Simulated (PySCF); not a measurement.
These are PBE0-D3(BJ)/def2-TZVP in PySCF values and carry that method's errors. Isolated molecules, 0 K electronic values unless said otherwise. 

Reference species (SMILES): `B(N)=C=B` (neutral, multiplicity 1).

- S1 oscillator strength: 0.000
- HOMO–LUMO gap: 5.30 eV

Changed species: `NC1=BB1`.

Task: Give the shifts of the S1 oscillator strength and HOMO–LUMO gap.

Result: the S1 oscillator strength stays essentially unchanged; the HOMO–LUMO gap drops by 0.85 eV, to 4.45 eV.
